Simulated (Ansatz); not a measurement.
C3H6OSe (`C/C(O)=C\[SeH]`). Total charge 0; spin multiplicity 1. All single points use the PBE0-D4/def2-TZVP geometry. It is one conformer, not always the lowest.

```xyz
11

C     1.189   -0.039   -0.472
C    -0.293    0.074   -0.451
O    -0.901   -0.007   -1.665
C    -1.074    0.247    0.618
Se   -0.414    0.536    2.370
H     1.628    0.793   -1.033
H     1.597   -0.032    0.537
H     1.487   -0.970   -0.965
H    -0.238   -0.160   -2.343
H    -2.145    0.319    0.475
H    -0.834   -0.761    2.929
```

What is the dipole moment at PBE/def2-TZVPP? (Estimate.)

Ansatz gave: 2.66 D, with components (1.59, -0.89, -1.94) D in this frame, pointing from negative to positive charge.

And with r2SCAN, B3LYP, ωB97M-V? (An estimate is asked.)

Computed: r2SCAN 2.77 D, B3LYP 2.67 D, ωB97M-V 2.70 D.

Give the Mulliken charges with PBE, B3LYP, ωB97M-V in def2-TZVPP. (An estimate is asked.)

Computed: 
```
atom    PBE  B3LYP  ωB97M-V
  C1  -0.24  -0.24    -0.31
  C2   0.14   0.19     0.19
  O3  -0.24  -0.28    -0.27
  C4  -0.20  -0.24    -0.25
 Se5  -0.07  -0.04    -0.06
  H6   0.10   0.10     0.12
  H7   0.09   0.09     0.11
  H8   0.08   0.09     0.11
  H9   0.20   0.20     0.18
 H10   0.10   0.11     0.11
 H11   0.04   0.03     0.06
```

B3LYP here is the variant with VWN-RPA as its local correlation; programs differ in this.
